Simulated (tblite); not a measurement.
F$_{5}$OSi$_{2}$, doublet, geometry from GFN2-xTB; GFN1-xTB (tblite).

The tblite input:
```
$ tblite run mol.xyz --method gfn1 --charge 0 --spin 1 --spin-polarized --json tblite.json --no-restart

# file mol.xyz
8

F      2.20011764    -1.06442519     0.65487727
Si     1.70428557    -0.29486835    -0.65210567
F      2.27772733     1.17402423    -0.40915710
O      0.09817923    -0.22147890    -0.63504472
Si    -1.26633224     0.06062436     0.13167171
F     -1.11751161     1.09439036     1.30740527
F     -1.83542376    -1.27737525     0.73129263
F     -2.29344075     0.63463556    -0.91036990
```

The log (banner, timings and long lists left out):

```
xTB calculator
 | screened Coulomb repulsion
 | Coulomb electrostatics
 |  * isotropic Klopman-Ohno-Mataga-Nishimoto electrostatics
 |  * onsite third-order electrostatics
 | DFT-D3(BJ) dispersion correction
 | Interactions (1)
 | [1] spin polarization

halogen bonding energy    0.0000000000000E+00 Eh
repulsion energy          1.0980004660313E-01 Eh
dispersion energy        -2.6974959459100E-03 Eh
interaction energy        0.0000000000000E+00 Eh
number of electrons       4.9000000000000E+01 e
integral cutoff           2.8146159136829E+01 bohr

------------------------------------------------------------
  cycle        total energy    energy error   density error
------------------------------------------------------------
      1     -33.96815156873  -3.4075254E+01   5.6601188E-01
      2     -34.50720104409  -5.3904948E-01   3.0227726E-01
      3     -34.48879812715   1.8402917E-02   1.6264941E-01
      4     -34.51321165734  -2.4413530E-02   6.6171896E-02
      5     -34.54747946654  -3.4267809E-02   1.3546236E-02
      6     -34.54585445628   1.6250103E-03   1.6206486E-02
      7     -34.54775883121  -1.9043749E-03   3.9993025E-03
      8     -34.54776149104  -2.6598252E-06   3.9423152E-03
      9     -34.54788101706  -1.1952602E-04   9.4863064E-04
     10     -34.54788775630  -6.7392458E-06   9.1754688E-05
     11     -34.54788778474  -2.8441406E-08   7.1670684E-05
     12     -34.54788782389  -3.9147395E-08   1.7454938E-06
------------------------------------------------------------

electronic energy        -3.4654990374549E+01 Eh
total energy             -3.4547887823892E+01 Eh

Post processing:
 | Mayer-Wiberg bond orders

[Info] JSON dump of results written to 'tblite.json'
```
